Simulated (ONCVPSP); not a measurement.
# What one change does to a pseudopotential (gold (Au), ONCV)

* Element: Au
* Generator: ONCVPSP 4.0.1
* Type: optimised norm-conserving Vanderbilt (ONCV)
* Functional: BLYP
* Relativity: scalar-relativistic
* Frozen core: [Kr] 4d10 4f14
* Valence charge: 19
* Reference configuration: 5s2 5p6 5d9 6s2
* Partial waves: 5s+6s: rc 1.65 bohr, ncon 4, nbas 7, qcut 7.2 1/bohr, 2 projectors; 5p: rc 1.85 bohr, ncon 4, nbas 8, qcut 7.8 1/bohr, 2 projectors, debl 2.2 Ha; 5d: rc 1.70 bohr, ncon 4, nbas 8, qcut 9.1 1/bohr, 1 projector
* Local potential: polynomial inside 1.20 bohr (lpopt 5, dvloc0 -1 Ha)
* Core correction: Teter function, fcfact 4.5, rcfact 1.5

In the p channel the program set the typed energies aside and used -2.293, 0.250 Ha.

Change: s: qcut 4.6.

Cutoffs: the cutoffs (Ha) at which the residual kinetic energy of the hardest occupied pseudo-wave falls to 1 and 0.1 mHa per electron; they do not see the model core or the augmentation charge, which bear on the density cutoff. Errors are all-electron minus pseudo energies relative to the spin-unpolarised reference configuration.

Predict the effect on cutoff, ghosts and configuration errors.

The potential gets harder (22 Ha and 26 Ha → 22 Ha and 56 Ha); of the 4 tests that both files solve, the error grows in 4 and shrinks in 0 by more than 15 % and 0.3 meV (median size 23.2 → 29.3 meV); the range in which the s phases agree narrows (upper end 4.9 → 3.4); neither file shows a bound ghost.

| quantity | base | changed |
| --- | --- | --- |
| cutoff, loose | 22 Ha | 22 Ha |
| cutoff, tight | 26 Ha | 56 Ha |
| loose cutoff by channel | s 19 Ha, p 16 Ha, d 22 Ha | s 18 Ha, p 16 Ha, d 22 Ha |
| bound ghosts | none | none |
| GHOST(+) flags under 300 eV | s at 151.0 eV | s at 103.2 eV |
| error for 5s2 5p6 5d10 6s1, meV [ΔE -1.57 eV] | -8.9 | -11 |
| error for 5s2 5p6 5d10 6s0, meV [ΔE 7.90 eV] | -24 | -31 |
| error for 5s2 5p6 5d9 6s0, meV [ΔE 29.01 eV] | -22 | -28 |
| error for 5s1 5p6 5d10 6s1, meV [ΔE 113.64 eV] | -645 | -893 |
| s: phases at 1.67 bohr within 0.05 rad from the reference energy up to (Ha; the scan ends near 5) | 4.9 | 3.4 |
| p: phases at 1.87 bohr within 0.05 rad from the reference energy up to (Ha; the scan ends near 5) | to the end of the scan | to the end of the scan |
| d: phases at 1.72 bohr within 0.05 rad from the reference energy up to (Ha; the scan ends near 5) | 2.6 | 2.6 |
| rms error of d²Exc/dni dnj with the model core, mHa | 1.58 | 1.66 |
